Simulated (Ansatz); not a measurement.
Reaction (atomization): `N[Si](N)(N)Cl` → Cl• + 6 H• + 3 N• + Si•

Isolated molecules relaxed with PBE0-D4/def2-TZVP in Ansatz; ΔE leaves out vibrations. CBS: MP2 limit from def2 TZ/QZ plus the TZ coupled-cluster correction, frozen cores. This one scheme is used for every species, atoms too. DFT in def2-TZVPP. No spin–orbit coupling; open shells (•) take unrestricted orbitals. Spin–orbit coupling would lower the free atoms: a little for Cl, Si. One conformer a species, not always the lowest.

| level | ΔE (kcal/mol) |
| --- | --- |
| revPBE-D4 | 929.5 |
| PBE-QIDH | 923.8 |
| BHLYP | 902.4 |
| CCSD/CBS(def2) | 924.7 |

What does CCSD(T)/CBS give? (Estimate.)

Computed: +939.6 kcal/mol. The listed levels differ from it by -10.1, -15.8, -37.2, -14.9 kcal/mol.

Largest T1 diagnostic among the species: 0.012.

At CCSD(T), def2-SVP lies −93.3 kcal/mol from the extrapolated value and def2-TZVPP −35.6 kcal/mol: correlation converges slowly with the basis, and small sets miss more of it in the bonded molecule than in its fragments. Leaving LDA and LC-ωPBE aside and taking each functional with its dispersion term where it has one, the values, not all of them listed here, spread over 43.4 kcal/mol, from BHLYP-D4 to PBE-D4. LDA lies +127.2 kcal/mol from PBE without D4, its usual overbinding.

For atomizations the MP2-based limit and the directly extrapolated one differ by several kJ/mol either way, and by 10 to 25 for some Ge, Se and Sn compounds, so smaller differences from it don't rank the levels.
